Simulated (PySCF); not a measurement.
# Dipole response of F⁺ (fluorine, charge +1)

[He] 2s2 2p4, high-spin 3P determinant. Calculation: PySCF 2.14, in aug-cc-pwCVTZ (7s6p4d2f, 59 functions); no relativity, point nucleus. Coupled (time-dependent) response in atomic units; α is the mean over directions.

| method | mean α (bohr³) | α xx, yy, zz | C₆ (like pair) | S(−4) |
| --- | --- | --- | --- | --- |
| UHF | 1.729 | 1.802, 1.583, 1.802 | 3.178 | 1.247 |
| PBE | 1.877 | 1.923, 1.786, 1.923 | 3.552 | 1.490 |
| PBE0 | 1.823 | 1.877, 1.716, 1.877 | 3.419 | 1.389 |
| r2SCAN0 | 1.811 | 1.878, 1.676, 1.878 | 3.422 | 1.369 |
| CAM-B3LYP | 1.836 | 1.885, 1.737, 1.885 | 3.450 | 1.401 |

S(−4) is the Cauchy moment in α(ω) = α(0) + S(−4) ω² + …

α(iu) at UHF:

```tsv
u (hartree)	α(iu) (bohr³)
0	1.729
0.0500	1.726
0.100	1.717
0.200	1.681
0.300	1.627
0.500	1.485
0.750	1.289
1.00	1.105
1.50	0.8126
2.00	0.6102
3.00	0.3722
5.00	0.1761
```

A single London oscillator, α(iu) = α/(1 + u²/ω²), gives C₆ = (3/4) ω α². Matching the computed C₆ needs ω = 4 × 3.178 / (3 × 1.729²) = 1.42 hartree.

For an ion, C₆ is the dispersion term alone; charge-induced terms of lower order in 1/R come first.

The components differ because the open shell of this determinant is not spherical; for a pure term their mean is the scalar polarisability.
